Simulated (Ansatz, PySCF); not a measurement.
Torsion H4–C1–Si2–Br3 in CH3BrSi (SMILES C[Si]Br); at each angle all else is relaxed with GFN2-xTB, and the levels are single points there.
Geometry at 60° (charge 0, multiplicity 1):
```
atom    x (Å)    y (Å)    z (Å)
----  -------  -------  -------
C     -0.6217  -0.0027   0.0001
Si     0.8868   1.1690  -0.1176
Br     2.4891  -0.3159   0.6152
H     -0.7681  -0.3563   1.0216
H     -1.5391   0.4933  -0.3122
H     -0.4894  -0.8820  -0.6318
```

On the grid 0° to 120°, 0° is the highest and 60° the lowest point at MP2/CBS(def2-TZVPP, def2-QZVPP) + ΔCCSD(T)/def2-TZVPP.

Rows in 3-21G carry no dispersion term and start afresh at each structure; the Pople sets are all-electron and without relativity.

The values were computed with Ansatz (a quantum-chemistry and plane-wave program); PySCF for 3-21G rows, the dispersion terms. Each number belongs to the level named beside it.

Estimate the energy at 0° less that at 60° that PBE-D3(BJ)/def2-TZVPP returns for this input.

0.6 kcal/mol
